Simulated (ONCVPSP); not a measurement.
# Ranking ONCV potentials for chlorine (Cl)

All share these settings but for the change named:

```json
{
 "Element": "chlorine",
 "Generator": "ONCVPSP 4.0.1",
 "Type": "optimised norm-conserving Vanderbilt (ONCV)",
 "Functional": "PBE",
 "Relativity": "scalar-relativistic",
 "Frozen core": "[Ne]",
 "Valence charge": "7",
 "Reference configuration": "3s2 3p5",
 "Partial waves": "3s: rc 1.15 bohr, ncon 3, nbas 7, qcut 6.4 1/bohr, 2 projectors, debl 0.6 Ha; 3p: rc 1.55 bohr, ncon 4, nbas 7, qcut 5.1 1/bohr, 2 projectors, debl 3.4 Ha; d scattering state at 0.04 Ha: rc 1.20 bohr, ncon 4, nbas 7, qcut 8.9 1/bohr, 2 projectors, debl 1.3 Ha",
 "Local potential": "polynomial inside 1.05 bohr (lpopt 5, dvloc0 6 Ha)",
 "Core correction": "Teter function, fcfact 4.75, rcfact 1.7"
}
```

In the s channel the program set the typed energies aside and used -0.760, 0.250 Ha.

Test errors are all-electron minus pseudo excitation energies from the reference, over 3s2 3p4; 3s2 3p3; 3s2 3p2; 3s2 3p1. None of these files shows a bound ghost.

The base gives 69.7 meV.

Of 10 variants that were run, those that failed, showed a ghost or another fault, or gave nearly equal values are left out.

A variant can come out equal or close to the base, since the largest error may sit in a test that the change hardly touches while other tests move.

(1) Rank these variants by their largest absolute test error, smallest first.
A. functional BLYP
B. core correction Teter function, fcfact 1.4, rcfact 1.7
C. local potential polynomial inside 1.00 bohr (lpopt 3, dvloc0 6 Ha)
D. all radii but the core radius scaled by about 1.13 (s 1.30, p 1.74, d 1.36 bohr); local potential polynomial inside 1.18 bohr (lpopt 5, dvloc0 6 Ha)

Answers

(1) B (25.8 meV), C (69.9 meV), D (106.4 meV), A (165.7 meV).
